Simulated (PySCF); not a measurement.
Oxygen: a sound run and one with changed settings

Sound run: O²⁺ [He] 2s2 2p2, O³⁺ [He] 2s2 2p1. Computed with PySCF 2.14 in aug-cc-pVDZ-DK (4s3p2d, 23 functions), with the spin-free X2C one-electron Hamiltonian (Gaussian nucleus). In the sound run the correlated levels freeze 1s2. The sound run starts from symmetry-adapted Hartree-Fock orbitals and uses a fine grid where one is needed.

A second run was set up differently.

| species | method | sound run (hartree) | changed run (hartree) | converged |
| --- | --- | --- | --- | --- |
| O²⁺ | MP2 | -73.19255 | -73.14098 | yes |
| O²⁺ | CCSD(T) | -73.21586 | -73.14202 | yes |

Ionisation energy of O²⁺:

```tsv
method	sound run (eV)	changed run (eV)
UHF	54.626	54.626
MP2	54.777	54.755
SCS-MP2	54.675	54.669
CCSD	54.540	54.784
CCSD(T)	54.545	54.784
CCSDT	n/a	54.784
FCI	n/a	54.784
```

What was changed?
A. level shift left on
B. basis contracted for another Hamiltonian
C. a valence shell is frozen
D. all electrons correlated in a valence basis

C. Freezing a valence shell removes pair correlation that changes on ionisation.
